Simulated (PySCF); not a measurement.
Coordinates in bohr (charge 0 multiplicity 1):
```
Ta   -1.5805    0.0000   -0.9030
O    -3.1848    2.6079    0.3171
O    -3.1848   -2.6079    0.3171
I     3.0472    0.0000    1.1988
```

Computed with PySCF, PBE, basis Ta def2-SVP with ECP60, O def2-SVP, I def2-SVP with ECP28 (scalar-relativistic core potentials, no spin–orbit coupling, density fitting).

This geometry of TaO₂I is a stationary point at this level.

**Question.** What is the point group?

**Answer.** Cs.

**Question.** Is it a minimum?

**Answer.** Yes: all harmonic wavenumbers are real.

**Question.** Give the atomic charges and bond orders.

**Answer.** 
```
atom  Mulliken  Löwdin  polar tensor  Mayer order to Ta1
 Ta1      0.74   -0.02          1.58                   –
O2,3     -0.27   -0.09         -0.63                2.30
  I4     -0.19    0.20         -0.33                1.22
```

**Question.** What is the atomisation energy, with and without zero-point energy?

**Answer.** 1896 kJ/mol without, 1880 kJ/mol with.

This need not be the most stable arrangement of these atoms. With an element this heavy the missing spin–orbit coupling can shift these numbers.
